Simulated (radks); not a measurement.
Task: All-electron atom: Ba in [Xe] 6s2. Calculated with a radial shooting solver on a logarithmic mesh with Libxc functionals: scalar-relativistic Kohn-Sham, PBE, spin-polarised, spherical densities, point nucleus; hard spherical wall at 10 bohr. Some entries of the table are withheld. Estimate them.

orbital,occ.,eigenvalue (hartree),<1/r> (bohr^-1),r(max) (bohr)
1s,2,-1369.280,60.70,0.01642
2s,2,-216.4172,13.96,0.09287
2p,6,-194.0558,13.27,0.07463
3s,2,-45.67266,5.044,0.2663
3p,6,-38.50484,4.784,0.2606
3d,10,-28.09778,4.535,0.2151
4s,2,-8.95064,2.083,0.6250
4p,6,-6.63899,(1),0.6537
4d,10,-3.28322,1.654,0.6953
5s,2,-1.22539,0.8037,1.472
5p,6,(2),0.6778,1.672
6s,2,-0.10905,0.2693,4.140
5d,0,-0.06395,0.3798,2.488
6p,0,-0.02530,0.2255,5.114
7s,0,(3),0.2259,7.359

Result: 
(1) 4p <1/r> (bohr^-1): 1.919
(2) 5p eigenvalue (hartree): -0.67671
(3) 7s eigenvalue (hartree): 0.12193
